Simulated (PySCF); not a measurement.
## Ir: ionisation energy

Ir [Xe] 4f14 5d7 6s2 (4F) → Ir+ [Xe] 4f14 5d7 6s1 (5F), as a difference of total energies. Computed with PySCF 2.14 in aug-cc-pwCVTZ-PP with ECP60MDF, with a scalar-relativistic core potential. Correlated levels: valence and next inner shell: nothing frozen outside the core potential. The calculations carry no spin-orbit coupling.

| method | ionisation energy (eV) | error (eV) |
| --- | --- | --- |
| UHF | 7.029 | -1.897 |
| MP2 (valence and next inner shell) | 8.919 | -0.007 |
| SCS-MP2 (valence and next inner shell) | 8.974 | +0.048 |
| CCSD (valence and next inner shell) | 8.673 | -0.253 |
| CCSD(T) (valence and next inner shell) | 8.867 | -0.059 |

Reference: 8.926 eV (measured; NIST levels, between the centres of gravity of the two terms).

Errors of the correlated levels include the incompleteness of this basis.
